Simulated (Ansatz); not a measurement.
A nudged elastic band was laid between two geometries of AlFH2OS (6 atoms, charge 0, multiplicity 1).

All numbers below come from Ansatz 0.2.0, RKS PBE0/def2-SVP.

* movable images: 7
* climbing image: yes
* spring: 5.0 eV/Å²
* optimiser: quadratic models (default)
* start path: through a guess of the saddle point
* force threshold: 0.03 eV/Å
* iteration limit: 60
* end points: relaxed

First end point:

```xyz
6
Properties=species:S:1:pos:R:3
O 1.395 -0.464 -1.038
Al 0.228 -0.249 0.158
F 0.408 -1.089 1.576
S -1.494 1.056 -0.037
H 1.446 -0.064 -1.905
H -1.941 0.747 1.201
```

Last end point:

```xyz
6
Properties=species:S:1:pos:R:3
O 1.153 -0.346 -0.952
Al 0.249 -0.417 0.468
F 0.800 -1.408 1.674
S -1.585 0.677 0.865
H 1.016 0.161 -1.751
H -1.590 1.270 -0.350
```

**Question.** What changes between the two ends?

**Answer.** No bond is made or broken.

**Question.** What energy profile does the band end with?

**Answer.** It converged. The highest image is number 4 of 0 to 8, 16.7 kJ/mol above the first end and 13.2 kJ/mol above the last; the last end lies 3.5 kJ/mol above the first. A vibrational analysis at the climbing image gives one clearly imaginary mode, 215i cm⁻¹: a first-order saddle point.

```
image  path coordinate (Å)  energy (kJ/mol)
    0                 0.00              0.0
    1                 0.40              2.4
    2                 0.80              8.4
    3                 1.19             14.3
    4                 1.59             16.7
    5                 1.95             14.7
    6                 2.30              9.8
    7                 2.66              5.1
    8                 3.02              3.5
```

**Question.** What is the geometry of the highest image?

**Answer.** 
```xyz
6
Properties=species:S:1:pos:R:3
O 1.299 -0.437 -0.935
Al 0.108 -0.485 0.262
F 0.471 -1.407 1.589
S -1.808 0.564 0.153
H 1.217 0.016 -1.776
H -1.246 1.685 0.661
```

**Question.** What are the harmonic wavenumbers there?

**Answer.** 215i, 179, 236, 241, 369, 456, 562, 618, 829, 963, 2699, 3989 cm⁻¹.

Run time: 3.2 min on 1 thread of Intel(R) Xeon(R) 6975P-C (Granite Rapids), on a shared host, peak memory 0.15 GiB.
